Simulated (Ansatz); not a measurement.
C3H3 (SMILES C1=C[CH-]1), charge -1, singlet, geometry from GFN2-xTB (a gas-phase anion, which may not be bound at this level). Base run: HF/6-31G (Ansatz, a program for electronic structure).

Ansatz was given this input:
Ansatz 0.2 input:
```yaml
crystal:
  periodic: [false, false, false]
  atoms:
    - {symbol: C, position_ang: [0.12759886, 0.00235050, 0.97980862]}
    - {symbol: C, position_ang: [0.04914638, -0.65013550, -0.42875685]}
    - {symbol: C, position_ang: [0.03020025, 0.65085982, -0.42941053]}
    - {symbol: H, position_ang: [-1.00514422, -0.01391574, 1.43690629]}
    - {symbol: H, position_ang: [-0.09632726, -1.50864710, -1.08261999]}
    - {symbol: H, position_ang: [-0.14020148, 1.50411391, -1.08413373]}
basis:
  gaussian:
    orbitals: 6-31G
hamiltonian:
  xc: hf
total_charge: -1
```

The bond that is stretched is that between atoms 4 and 1. A test that says stable can miss a lower solution.

Variants of this job, named by their change:

```json
[
 {"change": "base", "ΔE vs base (mEh)": "0.000", "<S^2>": "0.000", "stability test says": "minimum (restricted orbitals)"},
 {"change": "spin_polarized = on; lower_state_search = off", "ΔE vs base (mEh)": "0.000", "<S^2>": "0.000", "stability test says": "undecided (no full test)"},
 {"change": "spin_polarized = on; lower_state_search = standard", "ΔE vs base (mEh)": "-3.333", "<S^2>": "0.327", "stability test says": "minimum"},
 {"change": "bond × 1.25", "ΔE vs base (mEh)": "22.138", "<S^2>": "0.000", "stability test says": "minimum (restricted orbitals)"},
 {"change": "spin_polarized = on; lower_state_search = off; bond × 1.25", "ΔE vs base (mEh)": "22.138", "<S^2>": "0.000", "stability test says": "undecided (no full test)"},
 {"change": "spin_polarized = on; lower_state_search = standard; bond × 1.25", "ΔE vs base (mEh)": "20.954", "<S^2>": "0.204", "stability test says": "minimum"},
 {"change": "bond × 1.5", "ΔE vs base (mEh)": "41.763", "<S^2>": "0.000", "stability test says": "minimum (restricted orbitals)"},
 {"change": "spin_polarized = on; lower_state_search = off; bond × 1.5", "ΔE vs base (mEh)": "41.763", "<S^2>": "0.000", "stability test says": "undecided (no full test)"},
 {"change": "spin_polarized = on; lower_state_search = standard; bond × 1.5", "ΔE vs base (mEh)": "40.905", "<S^2>": "0.255", "stability test says": "minimum"},
 {"change": "bond × 1.8", "ΔE vs base (mEh)": "56.605", "<S^2>": "0.000", "stability test says": "minimum (restricted orbitals)"},
 {"change": "spin_polarized = on; lower_state_search = off; bond × 1.8", "ΔE vs base (mEh)": "56.605", "<S^2>": "0.000", "stability test says": "undecided (no full test)"},
 {"change": "spin_polarized = on; lower_state_search = standard; bond × 1.8", "ΔE vs base (mEh)": "54.589", "<S^2>": "0.348", "stability test says": "minimum"},
 {"change": "bond × 2.2", "ΔE vs base (mEh)": "67.489", "<S^2>": "0.000", "stability test says": "minimum (restricted orbitals)"},
 {"change": "spin_polarized = on; lower_state_search = off; bond × 2.2", "ΔE vs base (mEh)": "67.489", "<S^2>": "0.000", "stability test says": "undecided (no full test)"},
 {"change": "spin_polarized = on; lower_state_search = standard; bond × 2.2", "ΔE vs base (mEh)": "67.326", "<S^2>": "0.126", "stability test says": "minimum"},
 {"change": "bond × 3.0", "ΔE vs base (mEh)": "78.675", "<S^2>": "0.000", "stability test says": "minimum (restricted orbitals)"},
 {"change": "spin_polarized = on; lower_state_search = off; bond × 3.0", "ΔE vs base (mEh)": "78.675", "<S^2>": "0.000", "stability test says": "undecided (no full test)"},
 {"change": "spin_polarized = on; lower_state_search = standard; bond × 3.0", "ΔE vs base (mEh)": "78.675", "<S^2>": "0.000", "stability test says": "minimum"}
]
```

A gas-phase anion may not be bound at this level; its values then depend on the basis.

Where a bond breaks into two radicals, a solution with restricted orbitals usually stops being the lowest and lies too high; an unrestricted one lies lower at the price of spin contamination, which <S^2> shows.
